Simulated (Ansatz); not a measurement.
Reaction (ligand exchange at the Al–S bond): `C[S][AlH][Cl]` + dimethylamine → `C[N](C)[AlH][Cl]` + CH₃SH

Gas-phase electronic energies from Ansatz, PBE0-D4/def2-TZVP geometries. CBS: MP2 limit from def2 TZ/QZ plus the TZ coupled-cluster correction, frozen cores. This one scheme is used for every species. DFT in def2-TZVPP. B3LYP here is the variant with VWN-RPA as its local correlation; programs differ in this. Each species was taken in one conformer, which may not be the lowest.

CCSD(T)/CBS gives +13.2 kJ/mol.

(1) Another level gave +22.9 kJ/mol. Which?
A. revPBE/def2-TZVPP
B. RPA@PBE/def2-TZVPP
C. B3LYP/def2-TZVPP
D. PBE0-D4/def2-TZVPP

Largest T1 diagnostic among the species: 0.011.

## Answers

(1) A. revPBE 22.9, B3LYP 13.6, RPA@PBE/def2-TZVPP 6.0, PBE0-D4 18.7 kJ/mol.

Leaving LDA and LC-ωPBE aside and taking each functional with its dispersion term where it has one, the values, not all of them listed here, spread over 11.6 kJ/mol, from CAM-B3LYP-D4 to HSE06-D4. LDA lies −8.8 kJ/mol from PBE without D4. The D4 term adds −3.2 kJ/mol with B3LYP and −1.9 kJ/mol with PBE0; it sums over pairs of atoms, weighted by their polarisabilities, and B3LYP, whose exchange is more repulsive, gets the larger term. At CCSD(T), def2-SVP lies −7.1 kJ/mol from the extrapolated value and def2-TZVPP −3.9 kJ/mol.
